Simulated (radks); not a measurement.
Values are calculated unless marked as measured or tabulated.
Neutral silver inside a hard spherical wall (all orbitals vanish at R), configuration held at [Kr] 4d10 5s1 and not refilled when levels cross. Level of theory: scalar-relativistic Kohn-Sham, PBEsol, spin-polarised, spherical densities, finite nucleus; open shells are filled with parallel spins first (spin-orbit coupling, left out, can overturn this in heavy ions); Fermi nuclear charge, rms radius 4.5454 fm (a radial shooting solver on a logarithmic mesh with Libxc functionals). Eigenvalues in eV for spin up, with the zero of energy where the potential of the charges vanishes at infinity; a dash marks a level that is unbound or too diffuse for the functional's potential to be trusted. A positive occupied level is held by the wall or, in an anion where self-interaction has pushed it up, behind a barrier. The pressure on the wall is -dE/dV.

| R (bohr) | E (hartree) | kinetic (hartree) | e(4s) | e(4p) | e(4d) | e(5s) | e(5p, empty) | e(6s, empty) | pressure (GPa) |
|---|---|---|---|---|---|---|---|---|---|
| free | -5313.40200 | 5519.379 | -94.906 | -58.465 | -7.505 | -4.781 | -0.921 | - | 0 |
| 20 | -5313.40200 | 5519.379 | -94.906 | -58.465 | -7.505 | -4.781 | -0.920 | - | < 0.0001 |
| 15 | -5313.40200 | 5519.379 | -94.906 | -58.465 | -7.505 | -4.781 | -0.910 | 0.345 | < 0.0001 |
| 8 | -5313.39992 | 5519.396 | -94.784 | -58.343 | -7.389 | -4.653 | -0.338 | 4.386 | 0.0863 |
| 6 | -5313.38122 | 5519.507 | -94.209 | -57.771 | -6.856 | -3.932 | 1.248 | 11.832 | 1.60 |
| 5 | -5313.33102 | 5519.763 | -93.182 | -56.761 | -5.925 | -2.498 | 3.688 | 21.414 | 8.50 |
| 3 | -5312.06031 | 5525.083 | -81.589 | -45.627 | 5.060 | 18.340 | 31.485 | 104.32 | 612 |
